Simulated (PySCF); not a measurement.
How methods differ on the ionisation energy of Ru(42+)

Ru(42+) 1s2 (1S) → Ru(43+) 1s1 (2S), as a difference of total energies. Computed with PySCF 2.14 in an uncontracted even-tempered set (17 s from 76 bohr⁻², ratio 2.2; 7 p from 110 bohr⁻², ratio 2.4; 4 d from 340 bohr⁻², ratio 2.4; 3 f from 520 bohr⁻², ratio 2.4; 3 g from 770 bohr⁻², ratio 2.4), with the spin-free X2C one-electron Hamiltonian (Gaussian nucleus). Correlated levels: nothing frozen; virtual orbitals above 40 to 60 times the deepest correlated orbital energy dropped. The calculations carry no spin-orbit coupling.

```json
{"method": "UHF", "ionisation energy (eV)": "26265.4"}
{"method": "MP2 (all electrons)", "ionisation energy (eV)": "26266.9"}
{"method": "SCS-MP2 (all electrons)", "ionisation energy (eV)": "26267.1"}
{"method": "CCSD (all electrons)", "ionisation energy (eV)": "26266.9"}
```

For this ion Breit and QED terms and the two-electron picture change, all absent here, outweigh the differences among the correlated methods.

With two correlated electrons CCSD is exact in that space.

For comparison: 26229.9 eV (theoretical estimate listed by NIST; NIST Atomic Spectra Database, ionization energies).
